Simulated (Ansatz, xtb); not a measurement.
Pulling on the N3–H4 bond in BeH3N (SMILES [BeH][NH2]) (multiplicity 1 held, fragments rigid). Energies count from the point at 1.008 Å.
Geometry at that point (charge 0, multiplicity 1):
```xyz
5

Be    -0.5555    -0.1030    -0.7670
H     -1.3310    -0.2467    -1.8378
N      0.3195     0.0592     0.4411
H      1.0452    -0.5811     0.7233
H      0.2715     0.8252     1.0948
```

Restricted levels (R-, RO-) in cc, def2 and unpolarised 6-31G sets keep to the state of the molecule at rest. U- levels take the lowest unrestricted solution at each point, which mixes spins at long bonds. Curves can end on different states.

Correlated levels freeze the cores.

The values were computed with Ansatz (Gaussian basis) for Hartree–Fock, density functionals and correlated methods; xtb for the GFN methods. Each number belongs to the level named beside it. The GFN methods have no spin term and hold the electronic entropy of 300 K.

Energies in eV.

```
R (Å)  GFN2-xTB  R-MP2/cc-pVDZ  U-MP2/cc-pVDZ  R-SCS-MP2/cc-pVDZ  U-CCSD(T)/cc-pVDZ  R-CCSDT/cc-pVDZ
-----  --------  -------------  -------------  -----------------  -----------------  ---------------
0.806      1.46           1.65           1.65               1.65               1.66             1.66
0.907      0.27           0.35           0.35               0.35               0.36             0.36
1.008      0.00           0.00           0.00               0.00               0.00             0.00
1.109      0.18           0.17           0.17               0.16               0.15             0.15
1.210      0.56           0.60           0.60               0.59               0.57             0.57
1.361      1.27           1.46           1.46               1.44               1.39             1.39
1.512      1.99           2.38           2.49               2.34               2.25             2.24
1.764      3.10           3.77           4.37               3.70               3.52             3.47
2.016      3.99           4.88           5.04               4.77               4.45             4.33
2.319      4.79           5.83           5.17               5.66               5.08             4.94
2.722      5.38           6.54           5.09               6.27               5.01             5.28
3.226      5.68           6.72           5.06               6.30               4.99             5.40
```

Doubts at one or more of the structures used: a restricted determinant that unrestricted orbitals would lower (R-MP2/cc-pVDZ, R-SCS-MP2/cc-pVDZ, R-CCSDT/cc-pVDZ); a spin-contaminated determinant (U-MP2/cc-pVDZ, U-CCSD(T)/cc-pVDZ); T1 above 0.05 (U-CCSD(T)/cc-pVDZ); other coupled-cluster roots lie near (R-CCSDT/cc-pVDZ).

Ansatz is a first-principles code.
